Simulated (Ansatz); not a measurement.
System: sum formula SiCl$_{3}$F, net charge 0, singlet state. 
Geometry from a B3LYP-D3(BJ)/def2-TZVP (Ansatz, a first-principles code) optimisation:
```xyz
5

F     -0.0314     0.1450     1.8211
Si    -0.0042     0.0195     0.2456
Cl     1.8899    -0.4127    -0.3259
Cl    -0.6010     1.7864    -0.5439
Cl    -1.2687    -1.4665    -0.2965
```

Basis-set convergence of Hartree-Fock and MP2 correlation energies (hartree) with Ansatz. Correlated levels leave the core frozen unless marked. No spin-orbit coupling. Non-relativistic.

```csv
basis,functions,E(HF),"E(corr, MP2)"
aug-cc-pV(D+d)Z,151,-1767.14013,-0.74269
aug-cc-pV(T+d)Z,266,-1767.23064,-0.94562
aug-cc-pV(Q+d)Z,436,-1767.25185,-1.02665
```

Extrapolating the two largest sets (X = 3 and 4) as X^-3: E(corr) = (64·(-1.02665) - 27·(-0.94562))/37 = -1.0858 Eh, an estimate of the basis-set limit. The largest set recovers 94.6 % of it, the smallest 68.4 %.
